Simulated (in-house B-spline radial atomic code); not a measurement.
Whole-atom quantities along the 55-electron series, configuration [Kr] 4d10 4f9. Breit and QED terms are first order and not part of the total energy; the density at the nucleus is averaged over the nuclear charge. Computed with an all-electron radial atomic-structure program (B-spline basis): Dirac-Hartree-Fock, average of the configuration, finite nuclei.

```csv
ion,Z,E/Z² (Eh),Σ<r²> (bohr²),n(0)/Z³ (bohr⁻³),Lamb diamagnetic shielding (ppm),repulsion over attraction,Breit energy (eV),self-energy (eV),vacuum polarisation (eV),Dirac less non-relativistic energy (Eh)
Ir22+,77,-2.9766,6.9512,3.6324,9921.26,0.12247,525.02,444.15,-83.6,-1038.69
Pt23+,78,-2.9935,6.6296,3.7808,10112.5,0.12102,549.15,467.18,-89.22,-1101.66
Au24+,79,?,?,?,?,?,?,?,?,?
Hg25+,80,?,?,?,?,?,?,?,?,?
Tl26+,81,-3.0438,5.7936,4.2831,10699.9,0.11675,626.5,542.57,-108.28,-1309.79
Pb27+,82,-3.0605,5.5511,4.4663,10900.6,0.11534,654.02,569.95,-115.44,-1386
```

Q: Fill in the row of Au24+.

A: E/Z² (Eh): -3.0103; Σ<r²> (bohr²): 6.331; n(0)/Z³ (bohr⁻³): 3.9412; Lamb diamagnetic shielding (ppm): 10306; repulsion over attraction: 0.11958; Breit energy (eV): 574.09; self-energy (eV): 491.23; vacuum polarisation (eV): -95.195; Dirac less non-relativistic energy (Eh): -1167.76.

Q: Fill in the row of Hg25+.

A: E/Z² (Eh): -3.0271; Σ<r²> (bohr²): 6.053; n(0)/Z³ (bohr⁻³): 4.105; Lamb diamagnetic shielding (ppm): 10501.7; repulsion over attraction: 0.11816; Breit energy (eV): 599.87; self-energy (eV): 516.34; vacuum polarisation (eV): -101.54; Dirac less non-relativistic energy (Eh): -1237.08.

Q: With what power of Z does the column «Breit energy (eV)» change over this range?

A: A fit of the logarithm of its size against log Z from Z = 77 to 82 has slope 3.49.
